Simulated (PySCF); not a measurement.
## Radial density of Ne³⁺ (neon, charge +3)

UHF, [He] 2s2 2p3, high-spin 4S determinant. Calculation: PySCF 2.14, in aug-cc-pVQZ with one added diffuse shell each of s, p, d, f, g type (7s6p5d4f3g, 105 functions); the non-relativistic Hamiltonian (point nucleus).

```csv
r (bohr),4πr²ρ (e/bohr),4πr²(ρα − ρβ)
0.00241,0.04378,0.0000
0.00405,0.1197,0.0000
0.00682,0.3206,0.0000
0.0115,0.8264,0.0000
0.0193,2.001,0.0004
0.0324,4.356,0.0037
0.0546,7.950,0.0227
0.0918,10.84,0.1189
0.154,9.287,0.5069
0.260,5.056,1.6979
0.437,5.508,3.5144
0.735,5.899,3.3388
1.24,1.759,0.9240
2.08,0.07509,0.0407
3.50,0.0001868,0.0001
```
